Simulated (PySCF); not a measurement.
Ga(H)(Br)(OMe) (CH₄BrGaO), SMILES C[O][GaH][Br].

Geometry: TPSSh-D3(BJ)/def2-SVP. The structure was generated by enumeration; whether it is a known compound was not checked. Other conformers were not sampled.

Two levels are set side by side: PBE/def2-TZVP (PySCF) and PBE0/def2-TZVP (PySCF). Same geometry, gas phase. Differences are taken from unrounded values.

| quantity | PBE0 |
|---|---|
| orbital gap (eV) | 6.92 |
| highest occupied level (eV) | -8.14 |
| lowest empty level (eV) | -1.21 |
| dipole moment (D) | 0.69 |
| mean polarisability (bohr³) | 62.8 |

Q: What does PBE give, and how far is it from PBE0? (Estimate from the structure and the level; the computed values follow.)

A: 
```tsv
quantity	PBE	PBE minus PBE0
orbital gap (eV)	4.72	-2.21
highest occupied level (eV)	-6.69	1.45
lowest empty level (eV)	-1.97	-0.76
dipole moment (D)	0.72	0.04
mean polarisability (bohr³)	66.2	3.3
```

PBE's occupied levels lie high since its potential decays too fast outside the molecule; exact exchange lowers them and widens the gap. PBE's more diffuse valence density responds more strongly to a field. Differences between two approximate levels are no errors against the true value.

Rough cost on one machine, each run with all the roots and properties that it gave: PBE0 against PBE within a factor of 2.
